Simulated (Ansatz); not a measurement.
AlClH2OS (`[OH][Al]([SH])[Cl]`), relaxed with RKS PBE-D4/def2-SVP in Ansatz from a rough embedded geometry. The force threshold is 0.03 eV/Å; the program also tests the step.

Charge 0, multiplicity 1.

Start:

```xyz
6

O    -1.220    1.238    0.209
Al   -0.223   -0.223   -0.180
S     1.997   -0.165    0.162
Cl   -1.140   -1.971   -1.070
H    -1.298    1.768   -0.583
H     1.884   -0.647    1.462
```

| step | energy (eV) | largest force (eV/Å) | largest move (Å) |
| --- | --- | --- | --- |
| 1 | -32012.0184 | 1.762 | 0.000 |
| 2 | -32012.1438 | 1.232 | 0.100 |
| 3 | -32012.1840 | 0.874 | 0.095 |
| 4 | -32012.2045 | 1.022 | 0.097 |
| 5 (rejected) | -32012.1824 | 2.480 | 0.194 |
| 6 | -32012.2555 | 0.644 | 0.097 |
| 7 | -32012.3027 | 0.671 | 0.098 |
| 8 | -32012.3633 | 0.377 | 0.150 |
| 9 | -32012.3854 | 0.310 | 0.200 |
| 10 | -32012.4180 | 0.327 | 0.200 |
| 11 | -32012.4326 | 1.107 | 0.195 |
| 12 | -32012.5106 | 0.310 | 0.200 |
| 13 | -32012.5492 | 0.193 | 0.200 |
| 14 (rejected) | -32012.5066 | 0.444 | 0.200 |
| 15 | -32012.5602 | 0.043 | 0.100 |
| 16 | -32012.5612 | 0.045 | 0.072 |
| 17 | -32012.5616 | 0.005 | 0.015 |

End:

```xyz
6

O    -0.904    1.497   -0.285
Al   -0.127   -0.005   -0.055
S     1.870    0.054    0.820
Cl   -1.031   -1.842   -0.580
H    -1.790    1.600   -0.664
H     1.982   -1.304    0.765
```

Run time 20 s (2 threads of a server CPU on a shared host); peak host memory 0.17 GiB.
